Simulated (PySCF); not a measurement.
## Static response to an electric field

Compound: C6H7F.
Numbering: `[CH:1]#[C:2][C:3]([F:4])=[C:5]([CH3:6])[CH3:7]` (hydrogens: H8 on C1; H9, H10, H11 on C6; H12, H13, H14 on C7)

Structure used (GFN2-xTB), in Å, numbered top down from 1:
```
atom  x, y, z in Å
C1     3.0976   -0.3951    0.3153
C2     2.0041    0.1021    0.3202
C3     0.7558    0.7631    0.3322
F4     0.8567    2.1225    0.3815
C5    -0.4455    0.1793    0.3027
C6    -1.7142    0.9697    0.3238
C7    -0.5808   -1.3091    0.2545
H8     4.0391   -0.8580    0.3097
H9    -1.5141    2.0366    0.3662
H10   -2.3122    0.6892    1.1907
H11   -2.3039    0.7572   -0.5678
H12   -1.1327   -1.6049   -0.6375
H13    0.3917   -1.7941    0.2457
H14   -1.1423   -1.6590    1.1205
```

Level: CAM-B3LYP/def2-SVPD (PySCF), static field, nuclei fixed, core orbitals frozen in the response. The polarisability tensor in these axes (au):

```
x   108.65  -3.73   0.36
y    -3.73  66.41   0.51
z     0.36   0.51  50.02
```

Q: What are the eigenvalues, a third of the trace, and Δα (Δα² = ½Σ(αi − αj)² over the three pairs)?

A: Principal values 50.00, 66.10 and 108.98 au; mean 75.03 au = 11.12 Å³ = 12.37 × 10⁻⁴⁰ C²·m²/J; Δα = 52.80 au (70 % of the mean).

Q: What is the dipole moment, and where does it point?

A: (-0.98, -1.87, -0.06) D, 2.11 D in size, pointing from the negative to the positive side. Measured along this direction, the outermost atoms are F4 at the negative end and H12 and H14 at the positive end.

Q: Molar refractivity from α?

A: Lorentz–Lorenz: R = (4π/3)N_A α = 2.5225 cm³/(mol·Å³) × 11.12 Å³ = 28.0 cm³/mol, in the limit of long wavelengths.

Q: What are the principal values of the traceless quadrupole moment, Θ = ½Σq(3rr − r²1), about the centre of nuclear charge?

A: -5.67, -3.58, 9.24 D·Å. The values depend on the origin, since the dipole doesn't vanish. The electronic extent ⟨r²⟩ about the same centre is 830 bohr², a root-mean-square distance of 2.11 Å for the 52 electrons.

Q: In TDDFT the mean static polarisability is Σ f/ω² over all singlet excitations (ω in hartree). How much of it do the 8 lowest give? Their energies (eV) and oscillator strengths: 5.51, 0.0001; 5.67, 0.3830; 6.13, 0.0000; 6.49, 0.0089; 7.20, 0.2912; 7.38, 0.0079; 7.55, 0.0048; 8.01, 0.0011.

A: They add up to 13.33 au, 17.8 % of the 75.03 au; the largest single term is 8.84 au, from the state at 5.67 eV. Terms in order: 0.00, 8.84, 0.00, 0.16, 4.15, 0.11, 0.06, 0.01 au. Higher excitations give the rest. The strengths listed sum to 0.697.

Q: Find the Langevin capture rate constant for NH4+ (18.034 u) meeting this molecule (98.053 u), k = 2.342 × 10⁻⁹ cm³/s × √(α in Å³ / reduced mass in u).

A: The reduced mass is 15.23 u, so k = 2.00 × 10⁻⁹ cm³/s. The formula leaves out the permanent dipole, which adds to the capture rate.

Isolated species at its GFN2-xTB geometry, gas phase.

The run behind these numbers computed excited states as well. Time: 60 s; peak memory 0.90 GiB. Hardware: Arm Neoverse N1, one thread, shared host.
